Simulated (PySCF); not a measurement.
Field gradients at the hydrogen positions

Species: C9H16.
Cartesian coordinates in Å at the GFN2-xTB level; atoms count from 1:
```xyz
25
C9H16 angstrom
C      3.063   -0.296    0.239
C      1.712   -0.980    0.416
C      0.571   -0.205   -0.245
C      0.258    1.140    0.446
C     -1.233    1.030    0.781
C     -2.031    1.070   -0.528
C     -1.738   -0.307   -1.158
C     -0.775   -0.946   -0.152
C     -1.346   -0.441    1.172
H      3.292   -0.174   -0.818
H      3.064    0.687    0.704
H      3.852   -0.891    0.694
H      1.761   -1.977   -0.030
H      1.505   -1.105    1.481
H      0.840   -0.049   -1.294
H      0.471    1.997   -0.192
H      0.840    1.250    1.362
H     -1.569    1.756    1.520
H     -1.714    1.892   -1.168
H     -3.096    1.192   -0.327
H     -1.296   -0.225   -2.150
H     -2.649   -0.901   -1.247
H     -0.683   -2.027   -0.259
H     -2.372   -0.764    1.339
H     -0.739   -0.703    2.036
```

Level: PBE0/pcSseg-1 (PySCF, non-relativistic); Q(2H) = 0.00286 b; rigid geometry, the same for H and D, with no vibrational averaging.

Problem. Rank these positions by the coupling χzz of a deuteron there, largest first.
A. H22 (methylene hydrogen)
B. H13 (methylene hydrogen)
C. H12 (methyl hydrogen)

Solution. C (212 kHz), A (208 kHz), B (203 kHz).

Problem. What are Vzz, η and χzz (234.96 MHz × Q × Vzz) at all hydrogens?

Solution. 
| atom | bonded to | bond length (Å) | Vzz (au) | η | χzz (kHz) |
| --- | --- | --- | --- | --- | --- |
| H10 | C1 | 1.088 | 0.3149 | 0.02 | 212 |
| H11 | C1 | 1.087 | 0.3161 | 0.02 | 212 |
| H12 | C1 | 1.088 | 0.3161 | 0.01 | 212 |
| H13 | C2 | 1.093 | 0.3028 | 0.02 | 203 |
| H14 | C2 | 1.092 | 0.3053 | 0.02 | 205 |
| H15 | C3 | 1.094 | 0.2995 | 0.02 | 201 |
| H16 | C4 | 1.090 | 0.3111 | 0.01 | 209 |
| H17 | C4 | 1.091 | 0.3079 | 0.01 | 207 |
| H18 | C5 | 1.089 | 0.3127 | 0.01 | 210 |
| H19 | C6 | 1.089 | 0.3110 | 0.00 | 209 |
| H20 | C6 | 1.090 | 0.3095 | 0.00 | 208 |
| H21 | C7 | 1.090 | 0.3105 | 0.00 | 209 |
| H22 | C7 | 1.091 | 0.3089 | 0.00 | 208 |
| H23 | C8 | 1.089 | 0.3123 | 0.01 | 210 |
| H24 | C9 | 1.089 | 0.3137 | 0.02 | 211 |
| H25 | C9 | 1.088 | 0.3150 | 0.02 | 212 |

Problem. A static deuteron (I = 1) shows a doublet split by (3/2)χ, (3/4)χ(1 + η) and (3/4)χ(1 − η) with the field along z, y and x of the gradient. What are these for H21?

Solution. With |χ| = 208.7 kHz and η = 0.002: 313, 157 and 156 kHz, to first order and without motion.

Isolated species at its GFN2-xTB geometry (one conformer only). GFN2-xTB bond lengths can be off by several hundredths of an ångström, more for odd bonds, and the gradients follow them. These gradients aren't converged with respect to the basis.
